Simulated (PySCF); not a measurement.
## One molecule, a ladder of functionals, a line

Molecule: `BN([SiH3])[SiH2]P`, BH9NPSi2.

Mapped SMILES: `[BH2:1][N:2]([SiH3:3])[SiH2:4][PH2:5]`. Hydrogens are named by the atom that carries them.

GIAO shieldings (ppm, equivalent atoms averaged) in PySCF on the PBE0-D3(BJ)/def2-SVP geometry, basis pcSseg-1, gas phase, non-relativistic:

| functional | exact exchange (%) | σ(B1) | σ(N2) | σ(Si4) | σ(Si3) |
| --- | --- | --- | --- | --- | --- |
| BLYP | 0 | 43.7 | 128.3 | 338.3 | 362.1 |
| BP86 | 0 | 46.6 | 134.1 | 347.2 | 367.6 |
| PBE | 0 | 45.4 | 133.6 | 348.3 | 368.7 |
| B3LYP | 20 | 47.4 | 138.7 | 352.1 | 374.4 |
| mPW1PW91 | 25 | 50.7 | 146.7 | 363.8 | 383.0 |
| BHandHLYP | 50 | 53.3 | 152.6 | 372.9 | 393.7 |
| HF | 100 | 65.3 | 174.7 | 410.4 | 428.8 |

Question: Fit each shielding as a line in the percentage of exact exchange.

Answer: σ(B1) = 44.9 + 0.20 x (rms 1.2 ppm); σ(N2) = 132.3 + 0.43 x (rms 2.4 ppm); σ(Si4) = 343.8 + 0.65 x (rms 4.0 ppm); σ(Si3) = 365.3 + 0.62 x (rms 2.7 ppm). The functionals also differ in their semilocal parts, which the line can't hold; Hartree–Fock has no correlation at all.

Question: What does the line predict for PBE0 (25 %), and what does the run give?

Answer: σ(B1): 49.9 predicted, 50.3 computed; σ(N2): 143.1 predicted, 146.5 computed; σ(Si4): 360.1 predicted, 365.2 computed; σ(Si3): 380.8 predicted, 384.3 computed ppm.
